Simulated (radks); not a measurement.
Co II, configuration [Ar] 3d8. All-electron calculation, non-relativistic Kohn-Sham, Slater X-alpha with alpha = 0.667, spin-polarised, spherical densities, point nucleus; open shells are filled with parallel spins first. Program: a radial shooting solver on a logarithmic mesh with Libxc functionals.

Normalised radial functions P(r) = r R(r), r in bohr:

```
   r/bohr * 3p down, o 3d up (the largest magnitude, 1.17, reaches the edge; | marks zero, & curves that meet)
 0.005701                             &
 0.006479                             &
 0.007306                             &
 0.008303                             &
 0.009362                             &
  0.01064                             &
    0.012                             o*
  0.01363                             o*
  0.01537                             o*
  0.01747                             o*
  0.01986                             o *
  0.02239                             o *
  0.02545                             o *
  0.02869                             o  *
  0.03261                             o  *
  0.03677                             o   *
  0.04179                             o    *
  0.04712                             o     *
  0.05355                             o      *
  0.06086                             |o      *
  0.06862                             |o       *
  0.07799                             |o         *
  0.08794                             |o          *
  0.09995                             | o          *
   0.1127                             | o           *
   0.1281                             |  o          *
   0.1444                             |   o         *
   0.1641                             |    o       *
   0.1865                             |     o     *
   0.2103                             |       o *
    0.239                             |     *  o
   0.2695                             | *        o
   0.3063                          *  |            o
   0.3454                     *       |              o
   0.3925                *            |                o
   0.4426           *                 |                  o
    0.503      *                      |                   o
   0.5717   *                         |                    o
   0.6446  *                          |                    o
   0.7326  *                          |                    o
    0.826   *                         |                    o
   0.9388      *                      |                   o
    1.059         *                   |                 o
    1.203             *               |                o
    1.356                 *           |              o
    1.542                    *        |            o
    1.752                       *     |          o
    1.976                         *   |        o
    2.245                           * |       o
    2.532                            *|     o
    2.877                            *|    o
    3.244                             *  o
    3.687                             * o
    4.157                             * o
    4.725                             *o
```

3p down: eigenvalue -65.585 eV, 1 radial node at r = 0.286 bohr, <r> = 0.831 bohr, 90 % of the charge inside 1.29 bohr. 3d up: eigenvalue -12.203 eV, 0 radial nodes, <r> = 1.12 bohr, 90 % of the charge inside 2.02 bohr.
